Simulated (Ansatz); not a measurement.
Consider the redistribution: `[NH2][In]([NH2])[SH]` + `BN(C)[SiH2]N` → `[NH2][In]([NH2])[NH2]` + `BN(C)[SiH2]S`.

Calculated with Ansatz (gas phase, PBE0-D4/def2-TZVP geometries, no zero-point term in ΔE). CBS: MP2 limit from def2 TZ/QZ plus the TZ coupled-cluster correction, frozen cores. DFT in def2-TZVPP. B3LYP here is the variant with VWN-RPA as its local correlation; programs differ in this. Elements past krypton have def2 core potentials. For In outer-core shells are correlated without core-valence functions, which leaves a few kJ/mol of doubt a bond. One conformer a species, not always the lowest.

| level | ΔE (kJ/mol) | difference from CCSD(T)/CBS |
| --- | --- | --- |
| PBE-D4 | 84.3 | -0.6 |
| r2SCAN-D4 | 91.5 | 6.6 |
| PBE0-D4 | 89.5 | 4.6 |
| B3LYP-D4 | 91.7 | 6.8 |
| ωB97M-V | 91.1 | 6.2 |
| r2SCAN | 91.7 | 6.8 |
| PBE0 | 90.4 | 5.5 |
| B3LYP | 93.5 | 8.6 |
| HF/def2-TZVPP | 105.3 | 20.4 |
| CCSD/def2-TZVPP | 90.2 | 5.3 |
| CCSD(T)/def2-TZVPP | 87.9 | 3.0 |
| HF/def2-QZVPP | 104.9 | 20.0 |
| MP2/def2-QZVPP | 85.7 | 0.8 |
| HF/CBS(def2) | 104.8 | 19.9 |
| MP2/CBS(def2) | 84.6 | -0.3 |
| CCSD/CBS(def2) | 87.2 | 2.3 |
| CCSD(T)/CBS | 84.9 | 0 |

Largest T1 diagnostic among the species: 0.014.

From PBE to PBE0 (25 % exact exchange), in def2-TZVPP and without D4, ΔE moves by +5.0 kJ/mol. In def2-TZVPP, CCSD(T) changes the Hartree–Fock value by −17.3 kJ/mol (the triples alone add −2.3 kJ/mol) and MP2 by −17.7 kJ/mol.
